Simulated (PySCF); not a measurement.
Ligands exchanged one at a time, In H-NH2. All species are isolated molecules in the gas phase. One relaxed conformer stands for each flexible species; it need not be the lowest. Strings in code marks are SMILES.

The numbers are results of PBE-D3(BJ)/def2-TZVP // r2SCAN-D4/def2-TZVP run with PySCF 2.14.0, not measurements. All candidates: neutral, multiplicity 1. Excitations are Tamm–Dancoff values on a coarser integration grid. The basis has no diffuse functions, so Rydberg states are missing or too high.

```json
{
 "HOMO": "-5.36 eV",
 "S1 excitation (TDA)": "4.41 eV",
 "LUMO": "-1.18 eV"
}
```

**Question.** Identify which member has these values.
(A) `[NH2][InH2]`
(B) `[NH2][InH][NH2]`
(C) `[NH2][In]([NH2])[NH2]`

**Answer.** B, `[NH2][InH][NH2]`. The others give `[NH2][InH2]`: -5.63 eV, 4.86 eV, -1.77 eV; `[NH2][In]([NH2])[NH2]`: -5.43 eV, 4.15 eV, -1.57 eV
